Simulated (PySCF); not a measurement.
Species: C₆H₇F₃.
SMILES with atom numbers: `[CH2:1]=[CH:2][C:3](=[CH2:4])[CH2:5][C:6]([F:7])([F:8])[F:9]` (hydrogens: H10, H11 on C1; H12 on C2; H13, H14 on C4; H15, H16 on C5)

Structure optimised with GFN2-xTB, isolated species.

Question: Give the optimised bond lengths and angles.

Answer: 
```json
{"bond": "C1=C2", "length (Å)": "1.328"}
{"bond": "C2–C3", "length (Å)": "1.456"}
{"bond": "C3=C4", "length (Å)": "1.333"}
{"bond": "C3–C5", "length (Å)": "1.511"}
{"bond": "C5–C6", "length (Å)": "1.518"}
{"bond": "C6–F7, C6–F8, C6–F9", "length (Å)": "1.342"}
{"bond": "C1–H10", "length (Å)": "1.076"}
{"bond": "C1–H11", "length (Å)": "1.076"}
{"bond": "C2–H12", "length (Å)": "1.082"}
{"bond": "C4–H13", "length (Å)": "1.076"}
{"bond": "C4–H14", "length (Å)": "1.076"}
{"bond": "C5–H15, C5–H16", "length (Å)": "1.091"}
```

Bonds in one row agree within 0.01 Å and their mean is given. A selection of angles:
```json
{"angle": "C2–C1–H10", "degrees": "120.7"}
{"angle": "C2–C1–H11", "degrees": "123.7"}
{"angle": "H10–C1–H11", "degrees": "115.5"}
{"angle": "C1–C2–C3", "degrees": "127.2"}
{"angle": "C1–C2–H12", "degrees": "119.0"}
{"angle": "C3–C2–H12", "degrees": "113.8"}
{"angle": "C2–C3–C4", "degrees": "120.8"}
{"angle": "C2–C3–C5", "degrees": "119.4"}
{"angle": "C4–C3–C5", "degrees": "119.8"}
{"angle": "C3–C4–H13", "degrees": "122.2"}
{"angle": "C3–C4–H14", "degrees": "121.4"}
{"angle": "H13–C4–H14", "degrees": "116.4"}
{"angle": "C3–C5–C6", "degrees": "110.8"}
{"angle": "C3–C5–H15", "degrees": "111.8"}
{"angle": "C3–C5–H16", "degrees": "110.4"}
{"angle": "C6–C5–H15", "degrees": "107.9"}
{"angle": "H15–C5–H16", "degrees": "109.1"}
{"angle": "C5–C6–F7", "degrees": "111.5"}
{"angle": "C5–C6–F8", "degrees": "113.5"}
{"angle": "F7–C6–F8", "degrees": "106.1"}
{"angle": "F8–C6–F9", "degrees": "106.5"}
```

Torsions: C1–C2–C3–C4 179° (antiperiplanar); C2–C3–C5–C6 -86° (synclinal); C3–C5–C6–F7 -176° (antiperiplanar). The mirror-image conformer, all signs reversed, is as good.

Of the pairs four or more bonds apart, H11···H15 is among the closest relative to their van der Waals radii: 2.18 Å, 91 % of the sum of Bondi's values. The 5 C–C bonds span 1.328 Å (C1=C2, drawn double) to 1.518 Å (C5–C6, drawn single), a spread of 0.190 Å.

Point group: C1 (no symmetry element, even within 0.4 Å). GFN2-xTB frequencies: not computed here. The numbers are those of one conformer.
